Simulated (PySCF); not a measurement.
Field gradients from PBE0/pcSseg-1 densities (PySCF, non-relativistic) at GFN2-xTB geometries, isolated species, one conformer each; χzz is the principal value of largest magnitude, with Q(17O) = −0.0256 b, Q(14N) = 0.02044 b, Q(35Cl) = −0.0817 b. GFN2-xTB bond lengths can be off by several hundredths of an ångström, more for odd bonds, and the gradients follow them. With so small a basis the couplings can be 20 % off.

Question: These 17O couplings (χzz in MHz, η) are listed in rising order: (-8.916, 0.06); (-7.856, 0.18); (-5.198, 0.14); (-4.965, 0.23); (9.306, 0.10); (11.59, 0.36). Assign them to: O1 (sulfonyl oxygen) in `[O:1]=[S:2](=[O:3])([Cl:4])[c:5]1[cH:6][cH:7][o:8][cH:9]1`; the phosphoryl oxygen of `CC[P@H](=O)c1cccnc1`; the furan-type oxygen of `C=Cc1pcoc1N(C)C`; the phosphoryl oxygen of `C=C[P@@](C)(=O)n1cccc1`; the ketone oxygen of `CCn1cpc(C(C)=O)c1`; the amide oxygen of `C=C(C(N)=O)C(Cl)(Cl)Cl`.

Answer: -8.916 MHz, η 0.06: the furan-type oxygen of `C=Cc1pcoc1N(C)C`; -7.856 MHz, η 0.18: O1 (sulfonyl oxygen) in `[O:1]=[S:2](=[O:3])([Cl:4])[c:5]1[cH:6][cH:7][o:8][cH:9]1`; -5.198 MHz, η 0.14: the phosphoryl oxygen of `CC[P@H](=O)c1cccnc1`; -4.965 MHz, η 0.23: the phosphoryl oxygen of `C=C[P@@](C)(=O)n1cccc1`; 9.306 MHz, η 0.10: the amide oxygen of `C=C(C(N)=O)C(Cl)(Cl)Cl`; 11.59 MHz, η 0.36: the ketone oxygen of `CCn1cpc(C(C)=O)c1`.

Question: These 14N couplings (χzz in MHz, η) are listed in rising order: (-5.998, 0.07); (-5.553, 0.39); (-4.831, 0.18); (-4.449, 0.11); (-2.617, 0.15); (-2.251, 0.23). Assign them to: the pyrrole-type nitrogen of `C=C[P@@](C)(=O)n1cccc1`; the pyridine-type nitrogen of `CC[P@H](=O)c1cccnc1`; N1 (nitrile nitrogen) in `[N:1]#[C:2][C@@:3]1([CH:4]([F:5])[F:6])[CH:7]=[N:8]1`; the amide nitrogen of `C=C(C(N)=O)C(Cl)(Cl)Cl`; the pyrrole-type nitrogen of `CCn1cpc(C(C)=O)c1`; the aniline-type nitrogen of `C=Cc1pcoc1N(C)C`.

Answer: -5.998 MHz, η 0.07: the aniline-type nitrogen of `C=Cc1pcoc1N(C)C`; -5.553 MHz, η 0.39: the pyridine-type nitrogen of `CC[P@H](=O)c1cccnc1`; -4.831 MHz, η 0.18: N1 (nitrile nitrogen) in `[N:1]#[C:2][C@@:3]1([CH:4]([F:5])[F:6])[CH:7]=[N:8]1`; -4.449 MHz, η 0.11: the amide nitrogen of `C=C(C(N)=O)C(Cl)(Cl)Cl`; -2.617 MHz, η 0.15: the pyrrole-type nitrogen of `C=C[P@@](C)(=O)n1cccc1`; -2.251 MHz, η 0.23: the pyrrole-type nitrogen of `CCn1cpc(C(C)=O)c1`.

Question: These 35Cl couplings (χzz in MHz, η) are listed in rising order: (-77.24, 0.10); (-70.20, 0.04); (-41.93, 0.05). Assign them to: the aryl chlorine of `Clc1oc2ccccc2p1`; the chlorine bonded to S of `O=S(=O)(Cl)c1ccoc1`; the silicon-bound chlorine of `[SiH3]CC[Si](P)(P)Cl`.

Answer: -77.24 MHz, η 0.10: the aryl chlorine of `Clc1oc2ccccc2p1`; -70.20 MHz, η 0.04: the chlorine bonded to S of `O=S(=O)(Cl)c1ccoc1`; -41.93 MHz, η 0.05: the silicon-bound chlorine of `[SiH3]CC[Si](P)(P)Cl`.

All sites together:

| nucleus | site | Vzz (au) | η | χzz (MHz) |
| --- | --- | --- | --- | --- |
| 17O | O1 (sulfonyl oxygen) in [O:1]=[S:2](=[O:3])([Cl:4])[c:5]1[cH:6][cH:7][o:8][cH:9]1 | 1.306 | 0.18 | -7.856 |
| 17O | the phosphoryl oxygen of CC[P@H](=O)c1cccnc1 | 0.864 | 0.14 | -5.198 |
| 17O | the furan-type oxygen of C=Cc1pcoc1N(C)C | 1.482 | 0.06 | -8.916 |
| 17O | the phosphoryl oxygen of C=C[P@@](C)(=O)n1cccc1 | 0.825 | 0.23 | -4.965 |
| 17O | the ketone oxygen of CCn1cpc(C(C)=O)c1 | -1.926 | 0.36 | 11.59 |
| 17O | the amide oxygen of C=C(C(N)=O)C(Cl)(Cl)Cl | -1.547 | 0.10 | 9.306 |
| 14N | the pyrrole-type nitrogen of C=C[P@@](C)(=O)n1cccc1 | -0.545 | 0.15 | -2.617 |
| 14N | the pyridine-type nitrogen of CC[P@H](=O)c1cccnc1 | -1.156 | 0.39 | -5.553 |
| 14N | N1 (nitrile nitrogen) in [N:1]#[C:2][C@@:3]1([CH:4]([F:5])[F:6])[CH:7]=[N:8]1 | -1.006 | 0.18 | -4.831 |
| 14N | the amide nitrogen of C=C(C(N)=O)C(Cl)(Cl)Cl | -0.926 | 0.11 | -4.449 |
| 14N | the pyrrole-type nitrogen of CCn1cpc(C(C)=O)c1 | -0.469 | 0.23 | -2.251 |
| 14N | the aniline-type nitrogen of C=Cc1pcoc1N(C)C | -1.249 | 0.07 | -5.998 |
| 35Cl | the aryl chlorine of Clc1oc2ccccc2p1 | 4.024 | 0.10 | -77.24 |
| 35Cl | the chlorine bonded to S of O=S(=O)(Cl)c1ccoc1 | 3.657 | 0.04 | -70.20 |
| 35Cl | the silicon-bound chlorine of [SiH3]CC[Si](P)(P)Cl | 2.184 | 0.05 | -41.93 |
